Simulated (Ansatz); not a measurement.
Reaction (formal exchange of groups at a Ge–N bond): `S/C=[N]/[GeH2][Cl]` + SiH₄ → `[SiH3][GeH2][Cl]` + `N=CS`

Isolated molecules relaxed with PBE0-D4/def2-TZVP in Ansatz; ΔE leaves out vibrations. CBS: MP2 limit from def2 TZ/QZ plus the TZ coupled-cluster correction, frozen cores. This one scheme is used for every species. For Ge outer-core shells are correlated without core-valence functions, which leaves a few kJ/mol of doubt a bond. Scalar relativity is left out up to krypton. Each species was taken in one conformer, which may not be the lowest.

```
             level  ΔE (kJ/mol)
     HF/def2-TZVPP          5.9
SCS-MP2/def2-TZVPP         10.2
```

Problem. What does CCSD(T)/CBS give? (An estimate is asked.)

Solution. Computed: -2.8 kJ/mol. The listed levels differ from it by 8.7, 13.0 kJ/mol.

Largest T1 diagnostic among the species: 0.014.
